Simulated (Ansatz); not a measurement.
`[SiH3][Si]1(P)CC1` + H₂ → `P[SiH]1CC1` + SiH₄ at 600 K and 1 bar (hydrogenolysis of the Si–Si bond).

Program: Ansatz. Geometries: PBE0-D4/def2-TZVP. ΔE: electronic, gas phase. CBS: MP2 limit from def2 TZ/QZ plus the TZ coupled-cluster correction, frozen cores. This one scheme is used for every species. One conformer a species, not always the lowest.

```csv
species,CCSD(T)/CBS energy (Eh),H − E (kJ/mol),S (J/(mol·K))
`[SiH3][Si]1(P)CC1`,-1000.58136,336.0,515.1
H₂,-1.17544,43.9,150.8
`P[SiH]1CC1`,-710.29768,269.6,417.0
SiH₄,-291.46306,108.7,242.3
```

H − E and S are ideal-gas, rigid-rotor, harmonic terms from PBE0-D4/def2-TZVP, for one conformer and one mirror image of each species. For small species the MP2-based limit differs from directly extrapolated CCSD(T) by up to some mEh (0.8 for H₂); such offsets cancel only in part. 1 Eh = 2625.50 kJ/mol, R = 8.31446 J/(mol·K).

By hand: ΔE, ΔH, ΔS and ΔG.

ΔE = (-710.29768) + (-291.46306) − (-1000.58136) − (-1.17544) = -0.00394 Eh = -10.3 kJ/mol. Δ(H − E) = 269.6 + 108.7 − 336.0 − 43.9 = -1.6, so ΔH = -11.9 kJ/mol. ΔS = 417.0 + 242.3 − 515.1 − 150.8 = -6.6 J/(mol·K). ΔG = -11.9 − 600 × (-6.6)/1000 = -7.9 kJ/mol.

By hand: the equilibrium constant, and the temperature at which ΔG would vanish if ΔH and ΔS stayed fixed.

log₁₀ K = −ΔG/(RT ln 10) = 0.7. ΔG = 0 at ΔH/ΔS = 1803 K, though so small a ΔS makes that figure unsure.

The number of gas molecules stays the same, so ΔS is small and ΔH decides. A doubt of 5 kJ/mol in ΔE shifts log₁₀ K by 0.4 here. Other conformers and mirror images would add mixing entropy, several J/(mol·K) or more a flexible species. These are equilibria of isolated gas molecules and say nothing of rates. Largest T1 diagnostic: 0.013 (customary marks: 0.02 for closed shells, 0.045 for open ones).
